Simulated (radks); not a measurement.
Isoelectronic series with 27 electrons, all held in the configuration [Ar] 3d7 4s2, which need not be the ground one along the series. Method: Dirac Kohn-Sham, PBE, spin-unpolarised, spherical densities, finite nucleus; open shells fill j = l - 1/2 first; Fermi nuclear charge, rms radius of each element as measured or else 0.836 A^(1/3) + 0.57 fm; computed with a radial shooting solver on a logarithmic mesh with Libxc functionals. Total energies (hartree) and orbital eigenvalues (eV):

| ion | E (hartree) | 4s1/2 | 3d5/2 | 3d3/2 | 3p3/2 |
|---|---|---|---|---|---|
| Co | -1393.18236 | -5.4674 | -8.1025 | -8.2945 | -64.9798 |
| Ni+ | -1519.99227 | -14.9876 | -23.8631 | -24.1266 | -86.5282 |
| Cu2+ | -1652.94605 | -26.9802 | -44.0306 | -44.3807 | -112.6158 |
| Zn3+ | -1792.02941 | -41.1705 | -68.0671 | -68.5209 | -142.6356 |
| Ga4+ | -1937.24145 | -57.4191 | -95.6943 | -96.2708 | -176.2819 |
| Ge5+ | -2088.58955 | -75.6456 | -126.7501 | -127.4706 | -213.3821 |
| Se7+ | -2409.74774 | -117.8499 | -198.7706 | -199.8519 | -297.5579 |
| Br8+ | -2579.59220 | -141.7734 | -239.6170 | -240.9200 | -344.5173 |
| Kr9+ | -2755.64053 | -167.5560 | -283.6351 | -285.1909 | -394.6756 |
| Rb10+ | -2937.91561 | -195.1880 | -330.7976 | -332.6398 | -448.0089 |
| Sr11+ | -3126.44168 | -224.6634 | -381.0832 | -383.2482 | -504.4996 |
| Zr13+ | -3522.35240 | -289.1337 | -490.9591 | -493.8911 | -626.9055 |
| Nb14+ | -3729.79283 | -324.1277 | -550.5247 | -553.9070 | -692.8042 |
| Mo15+ | -3943.59615 | -360.9632 | -613.1626 | -617.0440 | -761.8264 |

Estimate the row of As6+.

Answer. E (hartree) -2246.08649; 4s1/2 -95.8001; 3d5/2 -161.1319; 3d3/2 -162.0199; 3p3/2 -253.8305.
